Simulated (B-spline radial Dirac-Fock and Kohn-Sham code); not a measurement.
**Energy-loss ionisation edge M4 of Zr**

System: the Zr atom, [Kr] 4d2 5s2. Method: the first Born approximation with generalised oscillator strengths from a Dirac-Hartree-Slater potential (longitudinal and transverse terms; continuum final states only, so no white lines or fine structure). Computed with an atomic code on a B-spline grid. The edge is taken at 181.1 eV (tabulated value).

Partial cross sections σ(β, Δ) in barn, integrated over a window Δ above the edge and up to the collection semi-angle β, for parallel illumination:

| E₀ (kV) | β (mrad) | Δ = 25 eV | Δ = 50 eV | Δ = 100 eV | Δ = 200 eV | Δ = 300 eV |
| --- | --- | --- | --- | --- | --- | --- |
| 60 | 10 | 2330 | 8580 | 20700 | 34600 | 40300 |
| 60 | 20 | 3190 | 11700 | 28600 | 49200 | 58500 |
| 60 | 50 | 4150 | 14400 | 35500 | 63300 | 77200 |
| 100 | 5 | ? | ? | ? | ? | ? |
| 100 | 10 | 1960 | 7270 | 17800 | 30300 | 35700 |
| 100 | 50 | 3040 | 10500 | 26000 | 46700 | 57300 |
| 120 | 10 | 1850 | 6840 | 16800 | 28700 | 34000 |
| 120 | 50 | 2740 | 9460 | 23400 | 42100 | 51800 |
| 120 | 100 | 2780 | 9570 | 23700 | 42600 | 52700 |
| 200 | 5 | 1220 | 4550 | 11100 | 18900 | 22300 |
| 200 | 10 | 1580 | 5850 | 14500 | 25100 | 30000 |
| 300 | 5 | 1160 | 4340 | 10700 | 18400 | 21800 |
| 300 | 10 | 1440 | 5310 | 13200 | 23100 | 27800 |
| 300 | 20 | 1670 | 5930 | 14800 | 26400 | 32300 |

Question: Give the row for 100 kV and 5 mrad.

Answer: 1380 b for 25 eV, 5100 b for 50 eV, 12200 b for 100 eV, 20200 b for 200 eV, 23300 b for 300 eV.
